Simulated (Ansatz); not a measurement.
The same atomization along the group O, S, Se.

Calculated with Ansatz (gas phase, PBE0-D4/def2-TZVP geometries, no zero-point term in ΔE). CBS: MP2 limit from def2 TZ/QZ plus the TZ coupled-cluster correction, frozen cores. Small cases extrapolate CCSD(T) itself. Functionals use def2-TZVPP. Open shells (•) are unrestricted, without spin–orbit coupling. Spin–orbit coupling would lower the free atoms: a little for C, O, S; clearly for Se. For Se outer-core shells are correlated without core-valence functions, so the limit isn't a true one: a few kJ/mol of doubt a bond, and 10 to 20 or more in all where bonds break to atoms. Scalar relativity is left out up to krypton.

| reaction | PBE0-D4 (kcal/mol) | ωB97M-V (kcal/mol) | CCSD(T)/CBS(def2) (kcal/mol) |
| --- | --- | --- | --- |
| CH₃OH → C• + 4 H• + O• | 510.2 | 513.1 | 512.9 |
| CH₃SH → C• + 4 H• + S• | 474.6 | 477.1 | 474.5 |
| `C[SeH]` → C• + 4 H• + Se• | 456.6 | 456.1 | 458.9 |

Largest T1 diagnostic: 0.010, for S•.

Extrapolated directly: CH₃OH → C• + 4 H• + O•; CH₃SH → C• + 4 H• + S•.

For atomizations the MP2-based limit and the directly extrapolated one differ by several kJ/mol either way, and by 10 to 25 for some Ge, Se and Sn compounds, so smaller differences from it don't rank the levels.
